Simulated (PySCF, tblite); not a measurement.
Isomers of C6H6NO2 (doublet state), one GFN2-xTB conformer each. Single-point energies are computed at B3LYP/pcH-1 (PySCF, gas phase, no added dispersion term), electronic only. GFN2-xTB treats the open shell by occupation alone, and not every SCF solution was tested for stability.

**Question.** Rank them by B3LYP/pcH-1 energy, lowest first (kcal/mol).
A. `[CH2:1]=[C:2]1[C:3]([CH:4]=[O:5])[C@@H:6]1[NH:7][CH:8]=[O:9]` (doublet state) with C2–C3–C4–O5 -144°, C3–C6–N7–C8 168°, C6–N7–C8–O9 3°
B. `[CH2:1]=[C:2]1[C@@H:3]([CH:4]=[O:5])[C@@H:6]1[N:7][CH:8]=[O:9]` (doublet state) with C2–C3–C4–O5 24°, C3–C6–N7–C8 130°, C6–N7–C8–O9 -27°
C. `[CH3:1][N:2][c:3]1[cH:4][c:5](=[O:6])[cH:7][cH:8][o:9]1` (doublet state) with C1–N2–C3–C4 180°
D. `[CH2:1]=[C:2]1[C@@H:3]([CH:4]=[O:5])[C@@H:6]1[NH:7][C:8]=[O:9]` (doublet state) with C2–C3–C4–O5 -147°, C3–C6–N7–C8 137°, C6–N7–C8–O9 0°
E. `[CH2:1]=[C:2]1[C@@H:3]([C:4]=[O:5])[C@@H:6]1[NH:7][CH:8]=[O:9]` (doublet state) with C2–C3–C4–O5 48°, C3–C6–N7–C8 126°, C6–N7–C8–O9 2°

**Answer.** C (0.0), E (32.8), A (34.4), D (37.0), B (46.7).

As drawn, the highest has a three-membered ring, which the lowest lacks. Neighbours under 5.0 kcal/mol apart (C=C1[C@@H]([C]=O)[C@@H]1NC=O and C=C1[C](C=O)[C@@H]1NC=O; C=C1[C](C=O)[C@@H]1NC=O and C=C1[C@@H](C=O)[C@@H]1N[C]=O) can change places with a better method, another conformer or zero-point energy. GFN2-xTB itself gives, in the same order: 0.0, 48.5, 46.5, 51.0, 50.3. Both levels put the same isomer lowest; measured from each level's own lowest isomer, the values differ by up to 15.7 kcal/mol (C=C1[C@@H]([C]=O)[C@@H]1NC=O: 48.5 against 32.8).

**Question.** What happens when harmonic zero-point energies from GFN2-xTB frequencies are added?

**Answer.** 
| SMILES | ZPE (kcal/mol) | electronic (kcal/mol) | with ZPE (kcal/mol) |
| --- | --- | --- | --- |
| C[N]c1cc(=O)cco1 | 67.1 | 0.0 | 0.0 |
| C=C1[C@@H]([C]=O)[C@@H]1NC=O | 66.1 | 32.8 | 31.8 |
| C=C1[C](C=O)[C@@H]1NC=O | 65.3 | 34.4 | 32.6 |
| C=C1[C@@H](C=O)[C@@H]1N[C]=O | 66.2 | 37.0 | 36.1 |
| C=C1[C@@H](C=O)[C@@H]1[N]C=O | 64.9 | 46.7 | 44.5 |

The zero-point energies span 2.2 kcal/mol. The order is unchanged.
